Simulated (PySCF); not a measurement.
**Stretching ZnO**

Set-up: PySCF, spin-free X2C with a Gaussian nucleus, basis sets Zn x2c-SVPall, O x2c-SVPall. Energies in eV from Zn + O in their ground configurations at the same level. State: ³Π (triplet), unpaired electrons σ ↑, π ↑.

All columns are B2PLYP. A positive dipole means Zn(−)O(+).

```tsv
R (Å)	E (eV)	μ (D)	Mulliken charge on Zn (basis-dependent)	HOMO (eV)	LUMO (eV)	Mayer bond order	⟨S²⟩
1.624	-0.335	-2.20	0.40	-6.95	-1.62	1.04	2.01
1.699	-0.747	-2.42	0.38	-7.05	-1.74	1.02	2.01
1.775	-0.968	-2.62	0.37	-7.15	-1.84	1.00	2.01
1.831	-1.043	-2.74	0.37	-7.22	-1.91	0.97	2.01
1.888	-1.063	-2.84	0.36	-7.28	-1.97	0.95	2.02
1.945	-1.040	-2.90	0.35	-7.35	-2.01	0.92	2.02
2.020	-0.966	-2.89	0.33	-7.42	-2.04	0.87	2.03
2.115	-0.832	-2.75	0.29	-7.47	-2.04	0.80	2.04
2.228	-0.654	-2.42	0.24	-7.49	-1.99	0.68	2.04
2.379	-0.445	-1.88	0.17	-7.46	-1.89	0.51	2.04
```

A fit through these points gives, at Re = 1.883 Å, μ = -2.83 D and dμ/dR = -1.45 D/Å; the reduced mass is 12.79 u.

**Question.** How strong is the fundamental in the double-harmonic approximation, I = 42.26·(dμ/dR)²/μred km/mol?

**Answer.** I = 42.26·(-1.45)²/12.79 = 6.95 km/mol at B2PLYP.

Correlated steps freeze 6 core orbitals. B2PLYP dipoles, levels and charges come from its SCF part alone. The state was picked by a PBE0 search and need not be the measured ground state.
